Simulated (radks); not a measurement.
All-electron atom: Ba in [Kr] 4d10 5s1.75 5p6 6s2 5d0.25 (fractional occupations, a model configuration). Method: Dirac Kohn-Sham, BP86, spin-unpolarised, spherical densities, finite nucleus; open shells are shared between the two j in proportion to 2j + 1; Fermi nuclear charge, rms radius 4.8378 fm; computed with a radial shooting solver on a logarithmic mesh with Libxc functionals. Some entries of the table are withheld. Estimate them.

orbital,occ.,eigenvalue (eV),r(max) (bohr)
1s1/2,2,-37233.58,0.01642
2s1/2,2,-5883.905,0.09302
2p1/2,2,(1),0.07106
2p3/2,4,(2),0.07613
3s1/2,2,-1243.066,0.2665
3p1/2,2,-1099.878,(3)
3p3/2,4,-1026.071,(4)
3d3/2,4,-774.7041,0.2133
3d5/2,6,-758.9730,0.2164
4s1/2,2,-244.8170,0.6252
4p1/2,2,-192.7605,(5)
4p3/2,4,-177.3634,(6)
4d3/2,4,-92.3242,0.6908
4d5/2,6,-89.7069,0.6988
5s1/2,1.75,(7),(8)
5p1/2,2,-20.9134,1.619
5p3/2,4,-18.8006,1.687
6s1/2,2,-3.4710,4.041
5d3/2,0.1,-2.4983,2.419
5d5/2,0.15,-2.3641,2.465
6p1/2,0,(9),5.140
6p3/2,0,(10),5.360

Answer. 
(1) 2p1/2 eigenvalue (eV): -5542.946
(2) 2p3/2 eigenvalue (eV): -5161.050
(3) 3p1/2 r(max) (bohr): 0.2531
(4) 3p3/2 r(max) (bohr): 0.2642
(5) 4p1/2 r(max) (bohr): 0.6373
(6) 4p3/2 r(max) (bohr): 0.6614
(7) 5s1/2 eigenvalue (eV): -34.4888
(8) 5s1/2 r(max) (bohr): 1.468
(9) 6p1/2 eigenvalue (eV): -1.4608
(10) 6p3/2 eigenvalue (eV): -1.3092
